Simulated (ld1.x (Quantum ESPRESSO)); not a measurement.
**What one change does to a pseudopotential (hydrogen, TM)**

```json
{
 "Element": "H",
 "Generator": "ld1.x (Quantum ESPRESSO) 7.5",
 "Type": "norm-conserving Troullier–Martins (Kleinman–Bylander form)",
 "Functional": "PBE",
 "Relativity": "non-relativistic",
 "Frozen core": "none",
 "Valence charge": "1",
 "Reference configuration": "1s1",
 "Partial waves": "1s (bound): rc 0.70 bohr; 2p channel at 0.2 Ry: rc 0.75 bohr",
 "Local potential": "all-electron potential smoothed inside 0.65 bohr (lloc = -2)",
 "Core correction": "none"
}
```

All-electron outer shells of the reference configuration (PBE, non-relativistic, ld1.x):

| shell | level (eV) | outermost node (bohr) | outermost maximum (bohr) |
| --- | --- | --- | --- |
| 1s | -6.49 | – | 1.03 |

Change: all radii scaled by about 1.37 (s 0.96, p 1.02 bohr); local potential all-electron potential smoothed inside 0.88 bohr (lloc = -2).

Cutoffs: the cutoffs (Ry, on a coarse ladder) from which the occupation-weighted sum of valence levels, in a spherical-Bessel basis at the reference potential, stays within 10 and 1 mRy of its value at 400 Ry; they do not see the model core or the augmentation charge, which bear on the density cutoff. Errors are all-electron minus pseudo energies relative to the spin-unpolarised reference configuration.

Task: Predict the effect on cutoff, ghosts and configuration errors.

Result: The potential gets softer (35 Ry and 80 Ry → 30 Ry and 50 Ry); neither file shows a bound ghost. A larger radius leaves more room for a smooth pseudo-wave, so fewer plane waves are needed.

```tsv
quantity	base	changed
cutoff, loose	35 Ry	30 Ry
cutoff, tight	80 Ry	50 Ry
bound ghosts	none	none
error for 1s0.5, meV [ΔE 4.76 eV]	+0.1	+0.4
```
